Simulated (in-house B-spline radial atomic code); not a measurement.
Configurations of Mo³⁺, with energies counted from [Kr] 4d3. Computed with a B-spline radial code for spherical atoms: scalar-relativistic (X2C) PBE0, spin-polarised, spherical fractional occupations, exact exchange averaged over the configuration, Fermi nucleus of rms radius 4.4091 fm. Shells without spins written out take the highest spin.

Occupations are held fixed; configurations that lie above the ionisation limit could autoionise.

```tsv
configuration	E - E(ref) (eV)	highest orbital	its <r> (bohr)
[Kr] 4d2 5s1	7.554	5s up	2.627
[Kr] 4d2 5f1	30.172	5f up	6.517
[Ar] 3d10 4s2 4p5 4d3 5s1	42.822	5s up	2.592
[Ar] 3d10 4s2 4p5 4d3 5p1	49.427	5p up	2.978
[Ar] 3d10 4s2 4p5 4d3 5f1	65.816	5f up	6.362
```

Q: Order these further configurations by energy, lowest first.
A. [Kr] 4d2 5p1
B. [Ar] 3d9 4s2 4p6 4d3 5s1
C. [Ar] 3d9 4s2 4p6 4d3 4f1
D. [Ar] 3d10 4s2 4p5 4d3 4f1
E. [Ar] 3d9 4s2 4p6 4d3 5p1

A: A (13.995 eV), D (60.47 eV), B (238.03 eV), E (244.68 eV), C (256.1 eV).
